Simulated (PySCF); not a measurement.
ZnMeCl, CH₃ClZn (singlet state).
Bonds: Zn1–C2, Zn1–Cl6. Hydrogens: H3, H4, H5 on C2.

Method used: TDDFT PBE0/def2-SVPD, vertical, gas phase, core orbitals frozen in the response (PySCF). Geometry: PBE0-D3(BJ)/def2-SVP; no solvent, vibrations or thermal averaging.

**Question.** Predict the UV-vis stick spectrum at this level.

**Answer.** 

| state | E (eV) | E (kJ/mol) | λ (nm) | f | \|μ\| (D) | main configurations (H = HOMO, L = LUMO) |
| --- | --- | --- | --- | --- | --- | --- |
| S1 | 6.76 | 652 | 183.5 | 0.026 | 1.02 | H-2/H-1→L (≥96%) |
| S2 | 6.76 | 652 | 183.5 | 0.027 | 1.02 | H-2/H-1→L (≥95%) |
| S3 | 7.08 | 683 | 175.2 | 0.264 | 3.14 | H→L (85%) |
| S4 | 7.21 | 696 | 172.0 | 0.048 | 1.32 | H→L+1/L+2 (≥96%) |
| S5 | 7.21 | 696 | 172.0 | 0.051 | 1.37 | H→L+1/L+2 (≥96%) |
| S6 | 7.23 | 698 | 171.4 | 0.0000 | 0.00 | H-2/H-1→L+1/L+2 (≥90%) |
| S7 | 7.26 | 700 | 170.8 | 0.0000 | 0.03 | H-2/H-1→L+1/L+2 (≥93%) |
| S8 | 7.26 | 700 | 170.8 | 0.0014 | 0.22 | H-2/H-1→L+1/L+2 (≥92%) |
| S9 | 7.79 | 751 | 159.3 | 0.210 | 2.67 | H-2/H-1→L+1/L+2 (≥63%), H-3→L (16%) |
| S10 | 8.69 | 838 | 142.7 | 0.051 | 1.24 | H→L+3 (93%) |
| S11 | 8.80 | 849 | 140.9 | 0.275 | 2.87 | H-3→L (79%) |
| S12 | 8.85 | 854 | 140.1 | 0.028 | 0.91 | H-2/H-1→L+3 (≥91%) |
| S13 | 8.85 | 854 | 140.1 | 0.030 | 0.95 | H-2/H-1→L+3 (≥90%) |
| S14 | 9.10 | 878 | 136.2 | 0.082 | 1.54 | H-3→L+1/L+2 (≥82%) |
| S15 | 9.10 | 878 | 136.2 | 0.081 | 1.54 | H-3→L+1/L+2 (≥81%) |

Triplets, Tamm–Dancoff:

```json
{"state": "T1", "E (eV)": "5.94", "λ (nm)": "208.7", "main configurations (H = HOMO, L = LUMO)": "H→L (95%)"}
{"state": "T2", "E (eV)": "6.44", "λ (nm)": "192.5", "main configurations (H = HOMO, L = LUMO)": "H-2/H-1→L (≥92%)"}
{"state": "T3", "E (eV)": "6.44", "λ (nm)": "192.5", "main configurations (H = HOMO, L = LUMO)": "H-2/H-1→L (≥92%)"}
```

The lowest singlet level (S1/S2) comes at 184 nm (652 kJ/mol) in the vacuum ultraviolet; it is of moderate strength. The most intense listed level is S11 at 8.80 eV (141 nm, f = 0.275), 2.04 eV above S1. S1/S2, S4/S5, S7/S8, S12/S13 and S14/S15 lie within about 0.01 eV of each other in each set; the point group C3v has degenerate representations, and within a degenerate level the listed configurations can mix freely. For S1 the Löwdin share of zinc is 5% in HOMO-1 and 50% in LUMO; for S11 the Löwdin share of zinc is 24% in HOMO-3 and 50% in LUMO. Weighted by f, the mean energy of these states is 8.04 eV. Orbital energies (eV): HOMO-3 -10.42, HOMO-2 -8.76, HOMO-1 -8.76, HOMO -8.65, LUMO -0.65, LUMO+1 -0.16, LUMO+2 -0.16. Of the 15 states listed, 12 reach f = 0.01 and 2 stay under 0.0005. Orbitals of the list HOMO-3 to LUMO+2 that lie within 0.01 eV of each other are written together with a slash and their weights summed (≥ marks a lower bound); for degenerate orbitals outside that list single weights are arbitrary. The window holds the lowest 15 singlets.

Hardware: one thread, Arm Neoverse V2, no GPU, on a shared host. Cost: 7.1 s wall.
